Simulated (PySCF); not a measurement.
OP, SMILES O=[P], multiplicity 2. Atoms are numbered in the order given.

```xyz
2

P      0.0000     0.0000    -0.5126
O      0.0000     0.0000     0.9611
```
Charge 0, spin multiplicity 2.

The structure is a stationary point at PBE0-D3(BJ)/def2-TZVPD.

Computed with r2SCAN/def2-TZVPD (PySCF).

Mulliken values depend strongly on the basis, most of all with diffuse functions as here. ESP charges are fitted to the potential on shells at 1.4 to 2.0 van der Waals radii. Atomic charges (e):

```json
[
 {"atom": "P1", "Mulliken": "0.37", "ESP fit": "[?]", "meta-Löwdin": "0.59", "Mulliken spin": "0.79"},
 {"atom": "O2", "Mulliken": "-0.37", "ESP fit": "[?]", "meta-Löwdin": "-0.59", "Mulliken spin": "0.21"}
]
```

Question: Fill in the missing entries. (Estimate from the structure and the level; the computed values follow.)

Answer: 
- P1, ESP fit: 0.27
- O2, ESP fit: -0.27
